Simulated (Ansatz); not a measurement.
The inner images of a band of BClFH + ClH (6 atoms, charge 0, multiplicity 1) are given out of order.

The calculation used Ansatz, RKS PBE0-D4/def2-SVP.

Image 0:

```xyz
6
Properties=species:S:1:pos:R:3
B -0.043 0.314 -0.087
F -0.074 0.531 1.215
H 1.002 0.093 -0.635
Cl -1.529 0.456 -0.987
Cl -0.177 -2.660 0.996
H -0.181 -1.822 1.974
```

Image 8:

```xyz
6
Properties=species:S:1:pos:R:3
B -0.086 -0.516 -0.388
F -0.072 0.130 2.015
H 0.994 -0.016 -0.515
Cl -1.521 0.297 -0.928
Cl -0.195 -2.197 0.148
H -0.121 -0.786 2.144
```

**Question.** Put them in order from the first end to the last, with their energies above the first end.
A.
```xyz
6
Properties=species:S:1:pos:R:3
B -0.046 0.170 0.011
F -0.074 0.450 1.314
H 1.004 -0.044 -0.525
Cl -1.538 0.315 -0.881
Cl -0.172 -2.463 0.840
H -0.174 -1.517 1.718
```
B.
```xyz
6
Properties=species:S:1:pos:R:3
B -0.047 0.252 -0.035
F -0.074 0.515 1.262
H 0.996 0.001 -0.571
Cl -1.533 0.390 -0.936
Cl -0.168 -2.581 0.924
H -0.176 -1.667 1.831
```
C.
```xyz
6
Properties=species:S:1:pos:R:3
B -0.077 -0.474 -0.238
F -0.082 0.103 1.782
H 1.003 -0.009 -0.459
Cl -1.528 0.302 -0.819
Cl -0.170 -2.203 0.230
H -0.147 -0.808 1.981
```
D.
```xyz
6
Properties=species:S:1:pos:R:3
B -0.066 -0.109 0.051
F -0.098 0.242 1.425
H 1.007 -0.052 -0.478
Cl -1.544 0.260 -0.824
Cl -0.148 -2.218 0.689
H -0.152 -1.212 1.614
```
E.
```xyz
6
Properties=species:S:1:pos:R:3
B -0.073 -0.388 -0.087
F -0.095 0.079 1.616
H 1.006 -0.015 -0.447
Cl -1.532 0.299 -0.789
Cl -0.158 -2.187 0.397
H -0.148 -0.877 1.787
```
F.
```xyz
6
Properties=species:S:1:pos:R:3
B -0.055 0.047 0.046
F -0.086 0.352 1.365
H 1.007 -0.065 -0.494
Cl -1.542 0.276 -0.846
Cl -0.161 -2.327 0.759
H -0.163 -1.372 1.646
```
G.
```xyz
6
Properties=species:S:1:pos:R:3
B -0.070 -0.246 0.014
F -0.101 0.124 1.508
H 1.008 -0.033 -0.462
Cl -1.537 0.283 -0.802
Cl -0.152 -2.182 0.587
H -0.149 -1.035 1.631
```

**Answer.** B (+0.3 kcal/mol), A (+1.9 kcal/mol), F (+6.5 kcal/mol), D (+15.9 kcal/mol), G (+22.8 kcal/mol), E (+17.5 kcal/mol), C (+14.5 kcal/mol).

Time of the run: 4.3 min on 1 thread of Arm Neoverse V1, on a shared host, peak memory 0.14 GiB.
